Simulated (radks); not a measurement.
Initial-state core-level shifts of neutral sulfur when its valence configuration changes from [Ne] 3s2 3p4. All-electron calculation, scalar-relativistic Kohn-Sham, PBEsol, spin-polarised, spherical densities, point nucleus; open shells are filled with parallel spins first. Program: a radial shooting solver on a logarithmic mesh with Libxc functionals. Shifts are changes of the shell-averaged eigenvalues in eV (positive: less bound).

valence          1s      2s      2p
3s1 3p5      -1.527  -1.504  -1.489
3p6          -3.033  -2.976  -2.945
3s1.5 3p4.5  -0.764  -0.753  -0.745
3s0.5 3p5.5  -2.326  -2.279  -2.257
